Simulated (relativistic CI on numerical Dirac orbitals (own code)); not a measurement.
**Rh³⁺: M2,3 absorption edge**

Computed with this model: Dirac-Coulomb-Breit CI, separate exchange-only KLI orbitals for each configuration, model QED (radiative potential, 1s self-energy scaled to tabulated hydrogen-like ionisation energies), valence Slater integrals scaled by 0.7, multiplet model of core-to-valence dipole absorption; configurations [Kr] 4d6 → [Ne] 3s2 3p5 3d10 4s2 4p6 4d7; 10 K; Lorentzian 1.2 eV and Gaussian 0.4 eV FWHM. Energies are those of the free ion, without screening or charge transfer. The branching ratio is the share of the lower-energy edge in the whole absorption, uncertain by about 0.02 where the edges overlap. S is read from ⟨S²⟩ = S(S + 1).

Field parameters in Wybourne normalisation: D3d B²₀ = −7Dσ, B⁴₀ = −14Dq − 21Dτ, B⁴₃ = −14√(10/7) Dq; Oh B⁴₀ = 21Dq, B⁴₄ = √(5/14) B⁴₀; Td as Oh with Dq negative (B⁴₀ = 21Dq, B⁴₄ = √(5/14) B⁴₀). The field is a parameter set, without covalency.

Computed curve for D3d, 10Dq = 26150, Dσ = 110, Dτ = 70 cm⁻¹, scaled to 100 at the maximum (points under 2 are left out and the grid is thinned):

Energy (eV), Intensity and a bar:
```
   498.00        2.1 
   498.25        2.3 
   498.75        3.0 
   499.00        3.4 
   499.50        4.6 #
   499.75        5.5 #
   500.25        8.2 ##
   500.50       10.3 ###
   501.00       17.8 #####
   501.25       24.8 #######
   501.75       51.0 ###############
   502.00       70.5 #####################
   502.50      100.0 ##############################
   502.75       90.4 ###########################
   503.00       67.7 ####################
   503.50       31.6 #########
   503.75       22.3 ######
   504.25       12.5 ###
   504.50        9.9 ##
   505.00        6.8 #
   505.25        5.8 #
   505.75        4.5 #
   506.00        4.0 #
   506.50        3.1 
   506.75        2.7 
   507.25        2.1 
   525.25        2.0 
   525.50        2.4 
   526.00        3.9 #
   526.25        5.1 #
   526.75        9.9 ##
   527.00       14.7 ####
   527.50       29.0 ########
   527.75       31.7 #########
   528.25       19.6 #####
   528.50       13.2 ###
   529.00        6.4 #
   529.25        4.8 #
   529.75        2.9 
   530.00        2.4
```

The ground state has S = 0.05, and the centroid lies at 508.30 eV.
